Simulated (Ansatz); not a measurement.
Program: Ansatz. Geometries: PBE0-D4/def2-TZVP. ΔE: electronic, gas phase. CCSD(T)/CBS adds triple-zeta CCSD(T) − MP2 to the extrapolated MP2 energy (def2 sets, frozen cores). This one scheme is used for every species. Functionals use def2-TZVPP. Each species was taken in one conformer, which may not be the lowest.

Consider the ligand exchange at a B–O bond: `BO[Si](O)(O)O` + `[NH2][AlH2]` → `B[NH][AlH2]` + `O[Si](O)(O)O`.

`BO[Si](O)(O)O`:

```xyz
11

B    -0.938    1.707   -0.659
O    -0.609    0.411   -0.815
Si    0.203   -0.646    0.148
O    -0.058   -0.403    1.733
O    -0.352   -2.146   -0.119
O     1.763   -0.428   -0.277
H    -1.521    2.257   -1.550
H    -0.648    2.289    0.355
H     0.319    0.384    2.126
H    -0.563   -2.381   -1.023
H     2.403   -1.043    0.082
```

`[NH2][AlH2]`:

Z-matrix (Å, degrees):
```
N
Al 1 1.766
H 1 1.007 2 124.9
H 1 1.007 2 124.9 3 180.0
H 2 1.583 1 117.9 3 -180.0
H 2 1.583 1 117.9 3 0.0
```

`B[NH][AlH2]`:

Z-matrix (Å, degrees):
```
B
N 1 1.403
H 1 1.201 2 118.6
H 1 1.200 2 120.9 3 180.0
Al 2 1.803 1 124.4 3 -0.0
H 2 1.012 1 115.8 3 -180.0
H 5 1.577 2 118.3 1 0.1
H 5 1.583 2 117.1 1 -179.8
```

`O[Si](O)(O)O`:

```xyz
9

O     0.156    0.739    1.446
Si    0.000    0.000    0.000
O     1.011   -1.280    0.027
O     0.418    0.889   -1.302
O    -1.584   -0.348   -0.170
H     1.035    0.756    1.826
H     1.254   -1.651   -0.822
H    -0.237    1.509   -1.626
H    -2.053   -0.613    0.622
```

| species | CAM-B3LYP-D4 energy (Eh) |
| --- | --- |
| `BO[Si](O)(O)O` | -618.56629 |
| `[NH2][AlH2]` | -299.62466 |
| `B[NH][AlH2]` | -325.08912 |
| `O[Si](O)(O)O` | -593.09975 |

Task: Work out ΔE.

Result: ΔE = (-325.08912) + (-593.09975) − (-618.56629) − (-299.62466) = 0.00208 Eh = +5.5 kJ/mol. CCSD(T)/CBS gives +1.6 kJ/mol.

Largest T1 diagnostic among the species: 0.012.

Leaving LDA and LC-ωPBE aside and taking each functional with its dispersion term where it has one, the values, not all of them listed here, spread over 7.9 kJ/mol, from PBE-QIDH to BLYP-D4. At CCSD(T), def2-SVP lies +5.2 kJ/mol from the extrapolated value and def2-TZVPP −0.8 kJ/mol. In def2-TZVPP, CCSD(T) changes the Hartree–Fock value by −7.3 kJ/mol (the triples alone add −0.8 kJ/mol) and MP2 by −8.6 kJ/mol.
